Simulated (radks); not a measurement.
Values are calculated unless marked as measured or tabulated.
Problem. La+, configuration [Xe] 4f0.5 5d1.5 (fractional occupations, a model configuration). Code: a radial shooting solver on a logarithmic mesh with Libxc functionals. Model: non-relativistic Kohn-Sham, SCAN, spin-unpolarised, spherical densities, point nucleus; meta-GGA in the generalised Kohn-Sham scheme; relativity is left out, which matters for an element this heavy. Some entries of the table are withheld. Estimate them.

| orbital | occ. | eigenvalue (hartree) | r(max) (bohr) | <r^2> (bohr^2) |
|---|---|---|---|---|
| 1s | 2 | -1359.111 | 0.01766 | 0.0009497 |
| 2s | 2 | -210.9626 | 0.09709 | (1) |
| 2p | 6 | -199.1541 | 0.07590 | 0.01145 |
| 3s | 2 | -45.34994 | 0.2737 | 0.1020 |
| 3p | 6 | -40.24024 | 0.2608 | 0.09690 |
| 3d | 10 | -30.78469 | 0.2114 | 0.07995 |
| 4s | 2 | -9.21244 | 0.6363 | 0.5279 |
| 4p | 6 | -7.30700 | 0.6481 | 0.5678 |
| 4d | 10 | -3.99796 | 0.6717 | (2) |
| 5s | 2 | -1.42659 | 1.491 | 3.092 |
| 5p | 6 | -0.92429 | 1.634 | (3) |
| 4f | 0.5 | -0.27520 | 0.7302 | 1.886 |
| 5d | 1.5 | -0.24136 | 2.217 | 10.24 |

Solution. 
(1) 2s <r^2> (bohr^2): 0.01530
(2) 4d <r^2> (bohr^2): 0.6833
(3) 5p <r^2> (bohr^2): 3.958
